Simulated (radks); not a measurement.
Problem. The copper ion Cu3+, configuration [Ne] 3s1 3p6 3d8 4d1 (not the ground configuration). All-electron calculation, non-relativistic Kohn-Sham, BLYP, spin-unpolarised, spherical densities, point nucleus. Program: a radial shooting solver on a logarithmic mesh with Libxc functionals. Some entries of the table are withheld. Estimate them.

orbital  occ.  eigenvalue (eV)  <r> (bohr)
1s          2        -8815.252         (1)
2s          2        -1104.010      0.2386
2p          6              (2)      0.2077
3s          1        -170.8613      0.7083
3p          6        -130.6106      0.7293
3d          8         -62.2430         (3)
4s          0              (4)       1.979
4p          0         -30.7930       2.244
4d          1         -18.4589       3.054

Solution. 
(1) 1s <r> (bohr): 0.05290
(2) 2p eigenvalue (eV): -976.1988
(3) 3d <r> (bohr): 0.8047
(4) 4s eigenvalue (eV): -39.6859
